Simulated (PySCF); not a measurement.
Question: What does the GFN2-xTB structure of `O=CCc1ccccc1` look like in three dimensions?

Answer: 
Z-matrix in Å and degrees, rows numbered from 1:
```
O 
C   1  1.1968
C   2  1.5061  1  125.45
C   3  1.5063  2  108.31  1  -121.76
C   4  1.3891  3  120.60  2   -84.78
C   5  1.3837  4  120.44  3   178.37
C   6  1.3844  5  120.11  4    -0.22
C   7  1.3846  6  119.74  5    -0.04
C   8  1.3837  7  120.16  6    -0.05
H   2  1.1082  1  121.40  3  -178.50
H   3  1.0924  2  108.03  1   119.17
H   3  1.0906  2  109.52  1    -0.16
H   5  1.0810  4  119.76  3    -2.17
H   6  1.0800  5  119.77  4   179.76
H   7  1.0797  6  120.13  5   179.93
H   8  1.0799  7  120.12  6  -179.92
H   9  1.0804  4  119.57  3     1.66
```

The C–C distances run from 1.384 Å (C8–C9, aromatic) to 1.506 Å (C3–C4, drawn single), a spread of 0.122 Å. Of the pairs four or more bonds apart, H12···H17 is among the closest relative to their van der Waals radii: 2.44 Å, 102 % of the sum of Bondi's values. The 6-membered ring C4–C5–C6–C7–C8–C9 has internal angles of 119.2° to 120.4°; it is planar, 0.00 Å rms from its mean plane, widest ring torsion 1°.

The geometry is computed with GFN2-xTB (gas phase).

Point group: C1 (no symmetry element, even within 0.4 Å). No frequency check. One conformer, not necessarily the lowest (O1–C2–C3–C4 -122°, C2–C3–C4–C5 -85°).
